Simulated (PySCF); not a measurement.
Positional isomers: propene methyl+boryl. All species are isolated molecules in the gas phase. One relaxed conformer stands for each flexible species; it need not be the lowest. Strings in code marks are SMILES.

The four lowest singlet excitations (Tamm–Dancoff). Calculation: PySCF with PBE-D3(BJ)/def2-TZVP // M06-2X/def2-TZVP. Excitations are Tamm–Dancoff values on a coarser integration grid. The basis has no diffuse functions, so Rydberg states are missing or too high.

| state | energy (eV) | wavelength (nm) | oscillator strength |
|---|---|---|---|
| S1 | 4.88 | 254 | 0.000 |
| S2 | 4.97 | 249 | 0.003 |
| S3 | 5.64 | 220 | 0.414 |
| S4 | 5.83 | 213 | 0.132 |

Identify which member gives these states.
(A) `B/C=C/CC`
(B) `BC=C(C)C`
(C) `B/C(C)=C\C`
(D) `BC(=C)CC`

A, `B/C=C/CC`
